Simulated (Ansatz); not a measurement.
Relaxed structures of LiBNH₃Te, closed shell (PBE0-D4/def2-TZVP; forces vanish, vibrations not checked; lower isomers may exist, and structures with a doubtful reference or unclear bonds are left out; Å). Program: Ansatz 0.2.0. Basis: def2-TZVPP. Cores are frozen in the correlated methods. Filled d shells of the heavier atoms are correlated. Core potentials replace the inner electrons of the atoms past krypton. The outer core shell of Li, Na, Mg and K is correlated. The def2 sets are not built for correlating such inner shells, so the correlated values are less sure here.

(1) Rank them by CCSD(T) energy, lowest first, and give each one's height above the lowest. Links in brackets join atoms within 1.22 times the sum of their covalent radii (1.1 for two metals). (Judge from chemistry; the value comes from the calculation.)
A.
LiBNH₃Te ([NH2][B]12[H][Li]1[Te]2)
```
7
angstrom
Li -0.7038 2.0755 -0.0783
Te 1.5887 1.3422 -0.5654
N 0.1135 -1.4618 -0.2569
B 0.0163 -0.0724 -0.2342
H -0.6639 -2.0779 -0.0930
H -1.1361 0.3128 0.0107
H 0.9833 -1.9315 -0.4421
```
B.
LiBNH₃Te ([H]1[Li]2[Te]3[NH][BH]123)
```
7
angstrom
Li -0.8913 1.7017 -0.4677
Te 1.3517 0.6727 -1.1217
N 0.4024 -1.0962 -0.3833
B 0.0007 -0.1819 0.6674
H -0.3168 -1.2990 -1.0698
H -1.1394 0.3263 0.6710
H 0.5927 -0.1237 1.7041
```
C.
LiBNH₃Te ([NH][B][Li][TeH2])
```
7
angstrom
Li 0.0726 1.9019 -0.5115
Te 0.3586 0.4614 1.8035
N 0.3782 -1.1617 -1.9049
B 0.2728 0.0073 -1.4589
H 0.4666 -2.0640 -2.3091
H -1.1516 -0.1388 1.5082
H -0.1520 1.0181 3.3019
```

T1 diagnostic: at most 0.014.

Results:

(1) Computed: A (0.0 kJ/mol), B (169.1 kJ/mol), C (308.7 kJ/mol). Heights count from the lowest.

For scale, one of the runs: CCSD(T)/def2-TZVPP, 173 basis functions, launched by `ansatz run in.yaml --threads 2 --pin off --events-out ev --progress --plain --max-ram 4352MiB`. The run took 83 s on 2 CPU threads of an Arm Neoverse V2 (shared host), with 1.8 GiB of host memory at its peak.
